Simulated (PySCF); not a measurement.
Energy of Rh+ (rhodium, charge +1) between two integer charges

The 4d beta orbital of [Kr] 4d8 is emptied in steps (occupation f), with all orbitals relaxed, ending at [Kr] 4d7. Calculation: PySCF 2.14, in aug-cc-pVTZ-PP with ECP28MDF (6s6p5d3f2g, 88 functions); scalar relativity through the core potential. The exact energy is a straight line in f; departures are measured from the line between the end points of the same method.

```csv
f,CAM-B3LYP (eV)
1,0.000
0.75,-0.442
0.5,-0.599
0.25,-0.457
0,0.000
```

| method | E(f=0) − E(f=1) (eV) | −ε at f=1 (eV) | −ε at f=0.5 (eV) |
| --- | --- | --- | --- |
| CAM-B3LYP | 18.437 | 16.123 | 18.398 |

Orbital energy along the path (eV):

```
   f  CAM-B3LYP
   1    -16.123
0.75    -17.229
 0.5    -18.398
0.25    -19.625
   0    -20.916
```

Reference removal energy between the ground levels: 18.08 eV (semi-empirical (NIST evaluation); NIST Atomic Spectra Database, ionization energies). The calculation has no spin-orbit coupling. The determinant left behind need not be the lowest term of the ion.
